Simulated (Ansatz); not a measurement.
Coupled-cluster run, `C[NH][GeH2][SiH3]`.

```yaml
crystal:
  periodic: [false, false, false]
  atoms:
    - {symbol: C, position_ang: [-0.496379, 1.792528, -0.636855]}
    - {symbol: N, position_ang: [-0.482732, 1.229759, 0.699813]}
    - {symbol: Ge, position_ang: [0.649727, -0.191107, 1.027009]}
    - {symbol: Si, position_ang: [0.242508, -2.093002, -0.375158]}
    - {symbol: H, position_ang: [-0.901516, 1.129324, -1.415707]}
    - {symbol: H, position_ang: [-1.080431, 2.717414, -0.649816]}
    - {symbol: H, position_ang: [0.523335, 2.056011, -0.931750]}
    - {symbol: H, position_ang: [-1.419258, 1.064246, 1.042007]}
    - {symbol: H, position_ang: [0.464726, -0.563758, 2.509590]}
    - {symbol: H, position_ang: [2.077660, 0.339004, 0.790229]}
    - {symbol: H, position_ang: [0.310642, -1.707953, -1.811272]}
    - {symbol: H, position_ang: [-1.114208, -2.643230, -0.104776]}
    - {symbol: H, position_ang: [1.246426, -3.163935, -0.128513]}
basis:
  gaussian: {orbitals: def2-TZVPP}
correlation: {method: ccsd_t}
```

```sh
$ ansatz run in.yaml --threads 4 --pin off --events-out ev --progress --plain --max-ram 10444MiB
```

Log, shortened:

```
Functional definition: HF
1623 factors; integrals over basis functions are off by at most 1.1e-3 eV
mean field evaluation 1: about -66988.0442 eV, gradient 3.5e1 eV
mean field evaluation 2: about -66988.2327 eV, gradient 3.5e1 eV
mean field evaluation 4: about -66991.5914 eV, gradient 4.4e0 eV
mean field evaluation 8: about -66991.6632 eV, gradient 2.5e-1 eV
mean field -66991.66347530 eV, -2461.8982241367 hartree, gradient 2.7e-6 eV, S^2 0.000000; 0 other end points of the search recorded, 0 dependent functions left out
16 core orbitals not correlated: weight in the atoms' cores, before any rotation towards them, 1.000 or more for the frozen orbitals, at most 0.000 for the correlated occupied ones
reference -66991.66347530 eV, -2461.8982241367 hartree; 18, 18 occupied and 244, 244 virtual orbitals, 1623 factors
second order -21.36140499 eV of doubles, -0.00000000 eV of singles
cycle   1  -21.98302325 eV  change   -6.2e-1 eV  update   1.1e-1
cycle   2  -22.67147603 eV  change   -6.9e-1 eV  update   3.2e-2
cycle   3  -22.76824900 eV  change   -9.7e-2 eV  update   1.5e-2
cycle   4  -22.75848554 eV  change    9.8e-3 eV  update   3.9e-3
cycle   5  -22.75785527 eV  change    6.3e-4 eV  update   2.0e-3
cycle   6  -22.75780149 eV  change    5.4e-5 eV  update   6.0e-4
cycle   7  -22.75753396 eV  change    2.7e-4 eV  update   2.9e-4
cycle   8  -22.75755833 eV  change   -2.4e-5 eV  update   1.2e-4
cycle   9  -22.75759835 eV  change   -4.0e-5 eV  update   4.8e-5
cycle  10  -22.75758925 eV  change    9.1e-6 eV  update   1.8e-5
perturbative correction -0.83483350 eV, -0.0306795653 hartree
Total energy: -67015.25589804 eV, -2462.7652296811 hartree
```

Hardware: 4 threads of an AMD EPYC 9R45 on a shared host. Wall time 78 s, peak host memory 7.7 GiB.

Correlation energy per correlated electron: -0.655 eV. T1 diagnostic: 0.0116.
